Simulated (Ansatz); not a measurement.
Geometry optimisation, RKS B3LYP/def2-SVP in Ansatz 0.2.0.

Input:

```yaml
crystal:
  periodic: [false, false, false]
  atoms:
    - { symbol: Ge, position_ang: [-0.530717, 0.08841, -0.221569] }
    - { symbol: H, position_ang: [0.477073, -0.386347, 2.30972] }
    - { symbol: H, position_ang: [0.923761, -0.116147, 0.176855] }
    - { symbol: F, position_ang: [-0.671609, 1.686863, -0.887312] }
    - { symbol: F, position_ang: [-0.90155, -1.028108, -1.500838] }
    - { symbol: "N", position_ang: [-1.95589, -0.114627, 0.975409] }
    - { symbol: H, position_ang: [-2.556298, -0.876046, 0.659845] }
    - { symbol: Si, position_ang: [-2.694145, 1.149612, 1.945208] }
    - { symbol: H, position_ang: [-3.384509, 0.52171, 3.110344] }
    - { symbol: H, position_ang: [-1.594943, 2.040923, 2.412525] }
    - { symbol: H, position_ang: [-3.696644, 1.969267, 1.201336] }
    - { symbol: H, position_ang: [-0.22113, -0.53541, 2.376577] }
basis:
  gaussian: { orbitals: def2-SVP }
hamiltonian:
  xc: b3lyp
relax:
  f_tol: 0.03
  max_steps: 50
```

Run as:

```bash
$ ansatz run input.yaml --threads 4 --pin off --max-ram 5120MiB --backend cpu --events-out ev --progress --plain --runs-dir out
```

Q: Where does it end, and by what steps?

A: The run converged. The force dipped under the threshold on the way, but the program's further checks kept it going. After 21 steps the energy has fallen by 0.338 eV; H2 moved furthest, 1.50 Å.

```
step  energy less start (eV)  largest force component (eV/Å)  accepted
   0                  0.0000                           1.843       yes
   1                 -0.1781                           0.478       yes
   2                 -0.2520                           0.392       yes
   3                 -0.2943                           0.123       yes
   4                 -0.3111                           0.119       yes
   5                 -0.3184                           0.120       yes
   6                 -0.3222                           0.094       yes
   7                 -0.2953                           0.962        no
   8                 -0.3253                           0.015       yes
   9                 -0.3271                           0.091       yes
  10                 -0.3281                           0.163       yes
  11                 -0.3295                           0.087       yes
  12                 -0.3312                           0.040       yes
  13                 -0.3319                           0.108       yes
  14                 -0.3329                           0.072       yes
  15                 -0.3336                           0.033       yes
  16                 -0.3343                           0.022       yes
  17                 -0.3304                           0.288        no
  18                 -0.3350                           0.026       yes
  19                 -0.3357                           0.125       yes
  20                 -0.3363                           0.049       yes
  21                 -0.3376                           0.024       yes
```

```xyz
12
Properties=species:S:1:pos:R:3
Ge -0.636 0.356 -0.447
H 0.338 -1.574 3.216
H 0.782 0.758 -0.052
F -1.219 1.560 -1.559
F -0.608 -1.135 -1.334
N -1.847 0.100 0.876
H -2.287 -0.818 0.814
Si -2.644 1.319 1.857
H -2.853 0.796 3.238
H -1.733 2.497 1.886
H -3.968 1.735 1.308
H -0.133 -1.193 2.754
```

Whether the end is a true minimum wasn't checked by a vibrational analysis.

Time of the run: 51 s on 4 threads of Arm Neoverse V2, with other jobs on the host, peak memory 0.34 GiB.
